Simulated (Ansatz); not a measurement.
Geometry optimisation, Ansatz, RHF/def2-SVP.

input.yaml

```yaml
crystal:
  periodic: [false, false, false]
  atoms:
    - { symbol: "N", position_ang: [-0.1737, 1.734, 1.4892] }
    - { symbol: Si, position_ang: [-0.4835, 0.542, 0.2077] }
    - { symbol: "N", position_ang: [0.9181, -0.5263, 0.1109] }
    - { symbol: Al, position_ang: [0.6749, -1.831, -1.223] }
    - { symbol: F, position_ang: [0.3588, -1.3435, -2.9483] }
    - { symbol: H, position_ang: [-1.0547, 2.4251, 1.4553] }
    - { symbol: H, position_ang: [0.6242, 2.3546, 1.1809] }
    - { symbol: H, position_ang: [-1.6385, -0.2271, 0.5318] }
    - { symbol: H, position_ang: [-0.6703, 1.2323, -1.0443] }
    - { symbol: H, position_ang: [1.0094, -1.0322, 1.0603] }
    - { symbol: H, position_ang: [0.5006, -3.3848, -0.7997] }
basis:
  gaussian: { orbitals: def2-SVP }
hamiltonian:
  xc: hf
relax:
  f_tol: 0.015
  max_steps: 40
output:
  orbitals: {}
```

Command:

```bash
$ ansatz run input.yaml --threads 1 --pin off --max-ram 2048MiB --backend cpu --events-out ev --progress --plain --runs-dir out
```

Question: Where does it end, and by what steps?

Answer: The run converged. The force dipped under the threshold on the way, but the program's further checks kept it going. After 12 steps the energy has fallen by 1.623 eV; H11 moved furthest, 1.14 Å.

```tsv
step	energy less start (eV)	largest force component (eV/Å)	accepted
0	0.0000	3.589	yes
1	-1.0395	2.055	yes
2	-1.3486	0.755	yes
3	-1.4977	0.376	yes
4	-1.5718	0.251	yes
5	-1.6072	0.118	yes
6	-1.5921	0.532	no
7	-1.6177	0.050	yes
8	-1.6208	0.106	yes
9	-1.6231	0.030	yes
10	-1.6233	0.017	yes
11	-1.6234	0.005	yes
12	-1.6234	0.006	yes
```

```xyz
11
Properties=species:S:1:pos:R:3
N -0.005 1.757 1.245
Si -0.747 0.624 0.181
N 0.189 -0.837 0.115
Al 0.776 -1.856 -1.209
F 0.443 -1.424 -2.769
H -0.558 2.398 1.779
H 0.918 2.111 1.090
H -2.109 0.423 0.735
H -0.882 1.072 -1.226
H 0.433 -1.169 1.035
H 1.609 -3.156 -0.956
```

The run took 40 s on 1 CPU thread of a shared host.
